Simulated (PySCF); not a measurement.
Results of a calculation; reference values are marked as such.
AlBCl5O(-)

The system: AlBCl5O(-), a molecule drawn as a unit of a network glass or zeolite (built as: Al B3, Cl ends, O bridges); charge -1, singlet. The structure, one conformer, was relaxed in the gas phase by PBE0-D3(BJ)/def2-SVP. No frequency run checks that it is a minimum.

SMILES: ClB(Cl)[O][Al-]([Cl])([Cl])[Cl]

```xyz
8

Cl   -0.576    0.928    2.754
B     0.034    1.190    1.086
Cl    0.678    2.838    0.782
O     0.013    0.270    0.183
Al   -0.044   -1.004   -1.040
Cl    0.930   -0.287   -2.818
Cl   -2.115   -1.436   -1.427
Cl    0.984   -2.717   -0.243
```
(Å; atoms numbered from 1)

Shieldings: GIAO PBE0/aug-pcSseg-1.  Core levels by delta-SCF with SCAN, aug-pcX-2 on the ionised atom and aug-pcseg-1 elsewhere, spin-free X2C (2p3/2 is the spin-free 2p value less a third of a first-order spin-orbit splitting); from the vacuum level, for chosen atoms.

Problem. Give the NMR and core-level values of the distinct atoms.

Solution. 
| atoms | bonded to | σ (ppm) | δ (ppm) | core level (eV) |
| --- | --- | --- | --- | --- |
| Cl1 | 1 B | 777.2 | - | - |
| B2 | 2 Cl + 1 O | 76.7 | - | - |
| Cl3 | 1 B | 779.6 | - | - |
| O4 | 1 Al + 1 B | 102.1 | - | 1s 534.52 |
| Al5 | 3 Cl + 1 O | 479.6 | - | 2p3/2 77.60 |
| Cl6 | 1 Al | 960.2 | - | 2p3/2 201.48 |
| Cl7 | 1 Al | 963.0 | - | 2p3/2 201.54 |
| Cl8 | 1 Al | 963.0 | - | 2p3/2 201.52 |

Values are those of this one static structure; atoms that internal rotation interchanges would show their mean in an NMR spectrum.

Problem. By CAM-B3LYP/def2-SVPD (TDDFT singlets, Tamm-Dancoff triplets, ionisation by delta-SCF), where does absorption start, and what does vertical ionisation take?

Solution. The first singlet with intensity lies at 7.33 eV (f 0.023); what lies below it is dark. The lowest singlet lies at 6.94 eV (f 0.000), the strongest of the first 6 at 7.41 eV (f 0.055), the lowest triplet at 6.75 eV; vertical ionisation takes 7.03 eV.

Excited states of gas-phase anions may lie above the detachment limit and hang on the basis.
